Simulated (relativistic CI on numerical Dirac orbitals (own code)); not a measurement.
# Pt4+: 5d valence photoemission

Computed with this model: Dirac-Coulomb-Breit CI, KLI orbitals optimised for each configuration, model QED, valence Slater integrals scaled by 0.8, multiplet model of photoemission in the sudden approximation; configurations [Xe] 4f14 5d6 → [Xe] 4f14 5d5; 300 K; Lorentzian 0.3 eV and Gaussian 0.5 eV FWHM. Energies are those of the free ion, without screening or charge transfer. The energies are binding energies and can lie tens of eV above those of solids. S is read from ⟨S²⟩ = S(S + 1).

Field parameters in Wybourne normalisation: D4h B²₀ = −7Ds, B⁴₀ = 21(Dq − Dt), B⁴₄ = 21√(5/14) Dq; Td as Oh with Dq negative (B⁴₀ = 21Dq, B⁴₄ = √(5/14) B⁴₀). The field is a parameter set, without covalency.

free ion: ground-state S = 1.81, centroid 59.49 eV. Peaks (eV, height): 57.0 (51), 59.1 (28), 60.1 (100), 61.8 (12), 62.8 (8).

Td, 10Dq = -11050 cm⁻¹: ground-state S = 1.69, centroid 59.54 eV. Peaks (eV, height): 57.4 (82), 58.7 (56), 60.3 (100), 61.6 (24), 63.3 (8).

D4h, 10Dq = 30550, Ds = 2550, Dt = 320 cm⁻¹: ground-state S = 0.35, centroid 59.96 eV. Peaks (eV, height): 58.8 (74), 60.1 (100).

Strongest unbroadened transitions for free ion:

```tsv
Energy (eV)	Relative strength
57.01	100.0
59.06	42.9
59.88	37.5
60.01	9.1
60.04	92.1
60.18	16.0
60.22	56.0
60.99	25.9
61.20	1.8
61.50	2.9
61.68	1.6
61.93	14.8
61.96	0.3
62.83	11.6
62.92	0.2
63.08	0.3
63.99	0.4
64.14	1.9
```
